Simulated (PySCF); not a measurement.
Isomers of C8H10O2, one GFN2-xTB conformer each. Single-point energies are computed at PBE0/pcSseg-1 (PySCF, gas phase, no added dispersion term), electronic only.

Problem. Rank them by PBE0/pcSseg-1 energy, lowest first (kcal/mol).
A. `[O:1]=[C:2]1[CH:3]=[C:4]([CH:5]2[CH2:6][CH2:7][CH2:8]2)[CH2:9][O:10]1` with C3–C4–C5–C6 13°, O1–C2–C3–C4 180°, C4–C5–C6–C7 133°, C5–C6–C7–C8 -13°, C6–C7–C8–C5 13°
B. `[CH2:1]=[CH:2]/[CH:3]=[CH:4]/[C:5](=[CH2:6])[O:7][C:8]([CH3:9])=[O:10]` with C1–C2–C3–C4 179°, C3–C4–C5–C6 -179°, C4–C5–O7–C8 -140°, C5–O7–C8–C9 180°
C. `[CH:1]#[C:2][C@@H:3]1[CH2:4][CH2:5][O:6][C:7](=[O:8])[C@H:9]1[CH3:10]` with C2–C3–C4–C5 -106°, C3–C4–C5–O6 -61°, C4–C5–O6–C7 50°, C5–O6–C7–O8 -175°
D. `[CH3:1][C:2](=[O:3])[O:4][C@@H:5]1[C@H:6]2[CH2:7][C@@H:8]3[C@H:9]2[C@H:10]13` with C1–C2–O4–C5 180°, C2–O4–C5–C6 -81°
E. `[CH3:1][O:2][c:3]1[cH:4][cH:5][cH:6][cH:7][c:8]1[CH2:9][OH:10]` with C1–O2–C3–C4 4°, C7–C8–C9–O10 122°, C8–C9–O10–H 57°
F. `[CH3:1][O:2][CH2:3][c:4]1[cH:5][cH:6][c:7]([OH:8])[cH:9][cH:10]1` with C1–O2–C3–C4 67°, O2–C3–C4–C5 48°, C6–C7–O8–H 1°
G. `[CH3:1][CH2:2][CH2:3][c:4]1[cH:5][cH:6][o:7][c:8](=[O:9])[cH:10]1` with C1–C2–C3–C4 68°, C2–C3–C4–C5 77°

Solution. G (0.0), F (8.7), E (9.0), A (12.7), B (28.0), C (34.9), D (44.5).

As drawn, the highest has a three-membered ring and a four-membered ring, which the lowest lacks. Neighbours under 2.5 kcal/mol apart (COCc1ccc(O)cc1 and COc1ccccc1CO) can change places with a better method, another conformer or zero-point energy. GFN2-xTB itself gives, in the same order: 0.0, 7.8, 8.7, 4.9, 37.9, 28.3, 29.9. Both levels put the same isomer lowest; measured from each level's own lowest isomer, the values differ by up to 14.6 kcal/mol (CC(=O)O[C@@H]1[C@H]2C[C@@H]3[C@H]2[C@@H]31: 29.9 against 44.5).

Problem. Which frontier levels, dipoles and rotational constants go with these structures?

Solution. 
```csv
SMILES,"HOMO (eV, PBE0/pcSseg-1)",LUMO (eV),dipole (D),"A, B, C (MHz)"
CCCc1ccoc(=O)c1,-6.91,-1.62,5.39,"2426, 887.8, 740.3"
COCc1ccc(O)cc1,-6.50,-0.31,0.98,"3390, 729.2, 680.9"
COc1ccccc1CO,-6.65,-0.28,3.16,"1729, 1349, 791.5"
O=C1C=C(C2CCC2)CO1,-7.78,-1.13,6.04,"3658, 747.8, 659.7"
C=C/C=C/C(=C)OC(C)=O,-6.38,-1.53,1.91,"2361, 676.3, 548.4"
C#C[C@@H]1CCOC(=O)[C@H]1C,-7.72,0.17,4.14,"2099, 1175, 823.0"
CC(=O)O[C@@H]1[C@H]2C[C@@H]3[C@H]2[C@@H]31,-7.39,0.47,2.12,"3723, 872.1, 786.0"
```

Problem. As an exercise, what shares would exp(−E/RT) give at 1000 K from these electronic energies alone (no entropy, no degeneracies)?

Solution. RT = 1.987 kcal/mol: CCCc1ccoc(=O)c1 97.5 %, COCc1ccc(O)cc1 1.2 %, COc1ccccc1CO 1.1 %, O=C1C=C(C2CCC2)CO1 0.2 %, C=C/C=C/C(=C)OC(C)=O under 0.1 %, C#C[C@@H]1CCOC(=O)[C@H]1C under 0.1 %, CC(=O)O[C@@H]1[C@H]2C[C@@H]3[C@H]2[C@@H]31 under 0.1 %.
